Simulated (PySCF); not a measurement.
# [Y(BH4)2]+ at several levels of theory

Computed with PySCF 2.14.0 (density fitting, no spin-orbit coupling) at the geometry relaxed with PBE0:

```xyz
11
[Y(BH4)2]+ (singlet)
Y     0.0000   -0.0001   -0.3811
B     2.0358   -0.0313    0.7786
H     3.0338   -0.0400    1.4387
H     1.2189   -0.9658    1.0625
H     2.1952   -0.1217   -0.4709
H     1.3251    1.0151    0.9292
B    -2.0358    0.0314    0.7785
H    -3.0337    0.0402    1.4388
H    -1.2188    0.9657    1.0625
H    -2.1953    0.1217   -0.4709
H    -1.3252   -1.0152    0.9291
```

```csv
level,basis,state,HOMO (eV),gap (eV),charge on Y1 (e),dipole about the centre of mass (D),largest force component (eV/Å)
PBE0,"Y def2-SVP with ECP28, B def2-SVP, H def2-SVP",singlet,-14.12,6.35,1.10,4.45,0.01
TPSSh,the same,singlet,-13.49,5.41,1.12,4.46,0.23
PBE,the same,singlet,-12.71,4.08,0.94,4.13,0.26
```

Charges are Mulliken's, which hang on the basis. The relaxation used the grid (50, 194), these runs (75, 302) or, all-electron (x2c bases, spin-free X2C Hamiltonian), (99, 590).

**Question.** What does PBE0 with Y def2-TZVP with ECP28, B def2-TZVP, H def2-TZVP give here?

**Answer.** state singlet, HOMO (eV) -14.15, gap (eV) 6.41, charge on Y1 (e) 0.99, dipole about the centre of mass (D) 4.36, largest force component (eV/Å) 0.28. Time: 8.9 s on 2 threads of Arm Neoverse V1, with other jobs on the host, from free ions and atoms.

In the first row's basis the gap widens with exact exchange: 4.1 eV for PBE (none); 5.4 to 6.3 eV for TPSSh, PBE0 (a fixed share).

A frequency check found unstable modes (1, the lowest at -44 cm⁻¹), so the relaxed geometry is probably a saddle point.
